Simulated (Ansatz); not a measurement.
(AgSH)2 ring (Ag2H2S2). The state is a singlet with charge 0. Geometry PBE-D4/def2-SVP, basis def2-TZVP, Ansatz.

```xyz
6

Ag   -0.0929   -1.2452    0.5796
S     1.5567   -0.7211   -1.2948
Ag    0.0913    1.2432   -0.5844
S    -1.5536    0.7204    1.2948
H     2.5955   -0.4099   -0.4659
H    -2.5969    0.4126    0.4706
```

```tsv
run	HOMO (eV)	LUMO (eV)
A	-8.68	0.54
B	-8.46	-0.22
C	-5.42	-2.63
D	-6.34	-2.04
E	-5.30	-2.88
F	-5.16	-2.88
```

In the def2 sets Ag takes a core potential; there is no spin–orbit coupling.

Task: The runs used BLYP, HF, PBE, PBE0, r2SCAN, ωB97X-V. Estimate which is which.

Result: A HF (100 % exact exchange); B ωB97X-V (range-separated); C r2SCAN (0 % exact exchange); D PBE0 (25 % exact exchange); E PBE (0 % exact exchange); F BLYP (0 % exact exchange). Exact exchange lowers occupied and raises empty levels; among semilocal functionals meta-GGAs tend to open the gap a little, and such runs are hard to tell apart. The gap grows from 2.28 eV (BLYP) to 9.23 eV (HF).
